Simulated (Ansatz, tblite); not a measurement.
Removing and adding an electron: the cluster Cs₂Cl₂. Charge 0, multiplicity 1. Geometry: PBE-D4/def2-TZVP. Ansatz, gas phase; energy differences of separate SCF runs; the oxidised species was run as a doublet alone; the reduced species was run as a doublet alone.

Cartesian coordinates in Å:
```
Cs -0.726 1.890 -1.101
Cs 0.726 -1.889 1.101
Cl 2.046 0.468 -0.545
Cl -2.046 -0.468 0.545
```

In the def2 sets Cs takes a core potential; there is no spin–orbit coupling. The xTB rows come from tblite. Correlated methods freeze 10 core orbitals; core or outer-core shells of Cs are correlated, in sets that lack core-valence functions. HOMO above LUMO, or a gap near zero within one spin, warns that the state may not be the lowest or that an electron is smeared out. The structure comes from a short search, and lower isomers may exist.

```json
{"level": "GFN1-xTB", "−HOMO (eV)": "11.65", "vertical IE (eV)": "13.22", "−LUMO (eV)": "8.80", "vertical EA (eV)": "6.68", "HOMO–LUMO gap (eV)": "2.85", "IE − EA (eV)": "6.54", "remarks": "–"}
{"level": "GFN2-xTB", "−HOMO (eV)": "9.93", "vertical IE (eV)": "12.48", "−LUMO (eV)": "7.28", "vertical EA (eV)": "4.34", "HOMO–LUMO gap (eV)": "2.65", "IE − EA (eV)": "8.15", "remarks": "–"}
{"level": "HF/def2-TZVPP", "−HOMO (eV)": "–", "vertical IE (eV)": "7.77", "−LUMO (eV)": "–", "vertical EA (eV)": "–", "HOMO–LUMO gap (eV)": "–", "IE − EA (eV)": "–", "remarks": "–"}
{"level": "PBE-D4/def2-TZVP", "−HOMO (eV)": "5.22", "vertical IE (eV)": "7.96", "−LUMO (eV)": "1.10", "vertical EA (eV)": "–", "HOMO–LUMO gap (eV)": "4.12", "IE − EA (eV)": "–", "remarks": "gap within one spin near zero (+1 doublet)"}
{"level": "PBE-D4/def2-TZVPD", "−HOMO (eV)": "5.26", "vertical IE (eV)": "–", "−LUMO (eV)": "1.09", "vertical EA (eV)": "0.27", "HOMO–LUMO gap (eV)": "4.17", "IE − EA (eV)": "–", "remarks": "HOMO above zero (-1 doublet), gap within one spin near zero (-1 doublet)"}
{"level": "r2SCAN-D4/def2-TZVP", "−HOMO (eV)": "5.48", "vertical IE (eV)": "8.15", "−LUMO (eV)": "0.48", "vertical EA (eV)": "–", "HOMO–LUMO gap (eV)": "5.00", "IE − EA (eV)": "–", "remarks": "gap within one spin near zero (+1 doublet)"}
{"level": "r2SCAN-D4/def2-TZVPD", "−HOMO (eV)": "5.51", "vertical IE (eV)": "–", "−LUMO (eV)": "0.44", "vertical EA (eV)": "0.11", "HOMO–LUMO gap (eV)": "5.07", "IE − EA (eV)": "–", "remarks": "HOMO above zero (-1 doublet), gap within one spin near zero (-1 doublet)"}
{"level": "PBE0-D4/def2-TZVP", "−HOMO (eV)": "6.51", "vertical IE (eV)": "8.38", "−LUMO (eV)": "0.64", "vertical EA (eV)": "–", "HOMO–LUMO gap (eV)": "5.87", "IE − EA (eV)": "–", "remarks": "–"}
{"level": "PBE0-D4/def2-TZVPD", "−HOMO (eV)": "6.54", "vertical IE (eV)": "–", "−LUMO (eV)": "0.63", "vertical EA (eV)": "0.17", "HOMO–LUMO gap (eV)": "5.91", "IE − EA (eV)": "–", "remarks": "HOMO above zero (-1 doublet)"}
{"level": "MP2/def2-TZVPP", "−HOMO (eV)": "–", "vertical IE (eV)": "8.93", "−LUMO (eV)": "–", "vertical EA (eV)": "–", "HOMO–LUMO gap (eV)": "–", "IE − EA (eV)": "–", "remarks": "–"}
{"level": "CCSD/def2-TZVPP", "−HOMO (eV)": "–", "vertical IE (eV)": "8.71", "−LUMO (eV)": "–", "vertical EA (eV)": "–", "HOMO–LUMO gap (eV)": "–", "IE − EA (eV)": "–", "remarks": "–"}
{"level": "CCSD(T)/def2-TZVPP", "−HOMO (eV)": "–", "vertical IE (eV)": "8.77", "−LUMO (eV)": "–", "vertical EA (eV)": "–", "HOMO–LUMO gap (eV)": "–", "IE − EA (eV)": "–", "remarks": "–"}
```

Relaxing the oxidised species (PBE-D4/def2-TZVP) changes its energy by -1.06 eV at PBE-D4/def2-TZVP, so the adiabatic ionisation energy to this nearest minimum is 6.90 eV. At PBE0-D4/def2-TZVP it is 7.05 eV. In the charge 1 doublet, Cl3 and Cl4 lie 2.66 Å apart (atoms count from 1), so these atoms are partly bonded to each other.    A HOMO above zero means that the electron is unbound at that level or that self-interaction error raises the level; the energy of removing that electron tells which. Raw xTB energy differences between charge states are shifted by several eV; the methods need an empirical correction for them.
